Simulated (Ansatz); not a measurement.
```yaml
crystal:
  periodic: [false, false, false]
  atoms:
    - {symbol: N, position_ang: [1.958266, -0.842081, 2.143715]}
    - {symbol: C, position_ang: [1.331036, -0.165698, 1.339018]}
    - {symbol: Si, position_ang: [0.422456, 0.731356, 0.093629]}
    - {symbol: Ga, position_ang: [-1.292002, -0.689104, -0.936307]}
    - {symbol: H, position_ang: [1.363626, 1.209287, -0.875398]}
    - {symbol: H, position_ang: [-0.129940, 1.879439, 0.803774]}
    - {symbol: H, position_ang: [-2.173951, -0.064025, -2.031173]}
    - {symbol: H, position_ang: [2.258266, -0.842081, 2.143715]}
basis:
  gaussian: {orbitals: cc-pVTZ, final_grid: {core_spheres: 5, valence_spheres: 4, degree: 11}, point_charges: [{charge: -1.00, position_ang: [4.597, -0.758, 0.530]}]}
hamiltonian: {xc: {name: PBE}}
output: {forces: true}
```

```sh
$ ansatz run in.yaml --threads 2 --pin off --events-out ev --progress --plain --max-ram 4352MiB
```

Shortened log:

```
Functional definition: PBE
1217 factors; their error is unknown
mean field evaluation 1: about -62686.2764 eV, gradient 1.5e2 eV
mean field evaluation 2: about -61979.3683 eV, gradient 2.7e2 eV
mean field evaluation 4: about -62720.3526 eV, gradient 6.8e1 eV
mean field evaluation 8: about -62721.4260 eV, gradient 4.2e1 eV
mean field evaluation 16: about -62733.2693 eV, gradient 2.4e-1 eV
mean field -62733.27024024 eV, -2305.4051591911 hartree, gradient 2.0e-5 eV, S^2 0.000000; 2 other end points of the search recorded, 0 dependent functions left out
reference -62733.27027614 eV, -2305.4051605102 hartree; 31, 31 occupied and 162, 162 virtual orbitals, 1217 factors
Total energy: -62733.27027614 eV, -2305.4051605102 hartree
Atom 0 at     1.958266    -0.842081     2.143715 Å, force  -730.357385     5.875593    -4.306057 eV/Å
Atom 1 at     1.331036    -0.165698     1.339018 Å, force     2.249159    -1.928876     2.842997 eV/Å
Atom 2 at     0.422456     0.731356     0.093629 Å, force    -0.957647     0.023074     0.515870 eV/Å
Atom 3 at    -1.292002    -0.689104    -0.936307 Å, force     0.245648    -2.119610     0.365421 eV/Å
Atom 4 at     1.363626     1.209287    -0.875398 Å, force     0.768338     0.165653    -0.884905 eV/Å
Atom 5 at    -0.129940     1.879439     0.803774 Å, force    -0.102689     0.799245     0.606277 eV/Å
Atom 6 at    -2.173951    -0.064025    -2.031173 Å, force    -0.649011     1.077932    -0.992394 eV/Å
Atom 7 at     2.258266    -0.842081     2.143715 Å, force   729.200433    -3.951309     1.677046 eV/Å
Dipole moment:     0.981771     0.251814     0.364437 e Å
```

Question: Something in this input is off. What?

Answer: One atom was put on top of another. The run converged. The result belongs to that input, not to the molecule as meant.
